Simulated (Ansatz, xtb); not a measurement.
C3H8Se2Si: 5 structures ranked

5 gas-phase structures of C3H8Se2Si, from a drawn sample of its isomers (lower ones may exist). Each was relaxed with GFN2-xTB; where two conformers were screened, the lower at r2SCAN-D4/def2-SVP is listed:

A. `C=CC[Se][SiH2][SeH]`, a singlet
B. `[SeH][SiH2][Se]C1CC1`, a singlet
C. `C=C[SiH2][Se][Se]C`, a singlet
D. `C[Se][SiH]1C[Se]C1`, a singlet
E. `C=C[Se][Si@H](C)[SeH]`, a singlet

Which do you expect lowest at r2SCAN-D4/def2-SVP, and how would the others follow?

Calculated order at r2SCAN-D4/def2-SVP: E (0.000), D (0.421), A (0.431), B (0.545), C (0.734) eV. Less than 1 kcal/mol parts D and A, so the order within that pair means little.

Energies above the lowest of each column, in eV; the last columns are at B3LYP-D3(BJ)/def2-SVP geometries (a dash: not run or not comparable):

| structure | GFN2-xTB | HF/STO-3G | r2SCAN-D4/def2-SVP | B3LYP-D3(BJ)/def2-SVP | CCSD(T)/def2-SVP + ΔMP2/def2-TZVPP |
| --- | --- | --- | --- | --- | --- |
| E | 0.477 | 0.648 | 0.000 | 0.000 | 0.000 |
| D | 0.974 | 0.000 | 0.421 | 0.484 | 0.326 |
| A | 0.180 | 1.223 | 0.431 | 0.358 | 0.434 |
| B | 0.000 | 0.904 | 0.545 | 0.641 | – |
| C | 0.305 | 1.073 | 0.734 | 0.587 | – |

CCSD(T)/def2-SVP + ΔMP2/def2-TZVPP puts E lowest of those it was run on; GFN2-xTB picks B, HF/STO-3G picks D. Flexible structures stand in one conformer each, not always the lowest. Frequencies (GFN2-xTB) were run for A, D, E alone. The ΔMP2 step shifts differences by up to 0.372 eV, which makes them less sure. ΔMP2 is the change of the MP2 energy from the smaller to the larger basis.

Over these structures GFN2-xTB departs from r2SCAN-D4/def2-SVP by 0.443 eV on average once a common shift is removed. A GFN2-xTB relaxation took about 0.21 s and the r2SCAN-D4/def2-SVP energy about 3.6 s on a shared host (Ansatz 0.2.0, xtb 6.7.1).
